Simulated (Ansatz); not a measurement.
Compare A (`[GeH3][CH2]Br`) with its isomer B (`[CH3][GeH2][Br]`).

Gas-phase electronic energies from Ansatz, PBE0-D4/def2-TZVP geometries. CCSD(T)/CBS is the MP2 limit (def2-TZVPP, def2-QZVPP) plus CCSD(T) − MP2 in def2-TZVPP, frozen cores. Functionals use def2-TZVPP. B3LYP here is the variant with VWN-RPA as its local correlation; programs differ in this. For Br, Ge outer-core shells are correlated without core-valence functions, which leaves a few kJ/mol of doubt a bond. Scalar relativity is left out up to krypton.

A:

Z-matrix (Å, degrees):
```
Ge
C 1 1.963
H 1 1.534 2 109.0
H 1 1.534 2 109.0 3 120.5
H 1 1.540 2 108.6 3 -119.7
Br 2 1.942 1 110.6 3 -60.5
H 2 1.088 1 111.7 3 -179.2
H 2 1.088 1 111.7 3 58.2
```

B:

Z-matrix (Å, degrees):
```
C
Ge 1 1.941
H 1 1.090 2 109.8
H 1 1.090 2 109.8 3 120.0
H 1 1.092 2 109.8 3 -120.0
Br 2 2.320 1 107.7 3 -60.0
H 2 1.536 1 112.7 3 56.9
H 2 1.536 1 112.7 3 -176.8
```

**Question.** Which is lower in electronic energy at CCSD(T)/CBS, and by how much? (An estimate is asked.)

**Answer.** Computed: B, by 36.2 kcal/mol.

**Question.** Give E(B) − E(A) in kcal/mol with B2PLYP, B3LYP-D4, LDA (SPW92), CCSD/def2-TZVPP, CCSD(T)/def2-TZVPP, BLYP-D4, MP2/def2-TZVPP. (Best estimate.)

**Answer.** Ansatz gave: B2PLYP -37.0, B3LYP-D4 -36.7, LDA (SPW92) -34.9, CCSD/def2-TZVPP -36.5, CCSD(T)/def2-TZVPP -35.9, BLYP-D4 -35.4, MP2/def2-TZVPP -37.0. None reverses the order clearly.

**Question.** Does the order hold for the free energy at 298.15 K (harmonic terms from PBE0-D4)? (Estimate.)

**Answer.** The calculation gave: Yes: G(B) − G(A) = -34.7 kcal/mol.

Largest T1 diagnostic: 0.009.

From BLYP to BHLYP (50 % exact exchange), in def2-TZVPP and without D4, E(B) − E(A) moves by −2.7 kcal/mol. Leaving LDA and LC-ωPBE aside and taking each functional with its dispersion term where it has one, the values, not all of them listed here, spread over 3.0 kcal/mol, from r2SCAN0-D4 to revPBE-D4. LDA lies +0.9 kcal/mol from PBE without D4.
